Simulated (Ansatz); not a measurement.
**Question.** Name a neutral molecule of C, Ge, S, Si and H with size of the dipole moment (B3LYP/def2-TZVPP) between 1.25 and 1.55 D and HOMO energy (PBE0/def2-TZVPP) between -7.10 and -6.80 eV (Ansatz, PBE0-D4/def2-TZVP geometry).

**Answer.** `[CH3][GeH]([SiH3])[SH]` (1.39 D, -6.99 eV); `[SiH3]S[CH2][GeH3]` (1.35 D, -7.04 eV). Other molecules can fit too; these were computed, each in one conformer that needn't be the lowest.

B3LYP here is the variant with VWN-RPA as its local correlation; programs differ in this.
